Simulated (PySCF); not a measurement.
Cd(Et) (C2H5Cd), SMILES [Cd][CH2]C (connectivity only; charge and spin as stated), neutral, multiplicity 2.

Coordinates come from a PBE0-D3(BJ)/def2-TZVP optimisation. The multiplicity is an assumed one; other spin states were not compared. The isomer is the one that the SMILES or the coordinates give; other isomers of the formula were not compared. The def2 effective core potentials stand for the cores of Cd; spin–orbit coupling is left out.

Level of theory: TDA-CAM-B3LYP/def2-SVPD (PySCF).

Vertical excitations. 

| state | energy (eV) | λ (nm) | f | main pairs |
|---|---|---|---|---|
| root 1 | 3.05 | 407 | 0.061 | α HOMO→LUMO 94 % |
| root 2 | 3.07 | 404 | 0.062 | α HOMO→LUMO+1 94 % |
| root 3 | 3.40 | 365 | 0.111 | α HOMO→LUMO+2 9 %, β HOMO→LUMO 83 % |
| root 4 | 4.96 | 250 | 0.378 | α HOMO→LUMO+2 84 %, β HOMO→LUMO 9 % |
| root 5 | 5.11 | 243 | 0.074 | α HOMO−1→LUMO 16 %, β HOMO→LUMO+1 73 % |
| root 6 | 5.15 | 241 | 0.076 | α HOMO−1→LUMO+1 17 %, β HOMO→LUMO+2 75 % |
| root 7 | 5.91 | 210 | 0.339 | α HOMO→LUMO+3 73 % |
| root 8 | 6.18 | 201 | 0.000 | β HOMO−1→LUMO 92 % |
| root 9 | 6.31 | 196 | 0.062 | α HOMO→LUMO+4 60 %, α HOMO−1→LUMO 14 %, α HOMO→LUMO+3 10 %, β HOMO→LUMO+1 7 % |
| root 10 | 6.44 | 192 | 0.218 | α HOMO−1→LUMO 64 %, α HOMO→LUMO+4 15 %, β HOMO→LUMO+1 11 % |
Unrestricted roots are not spin-pure.
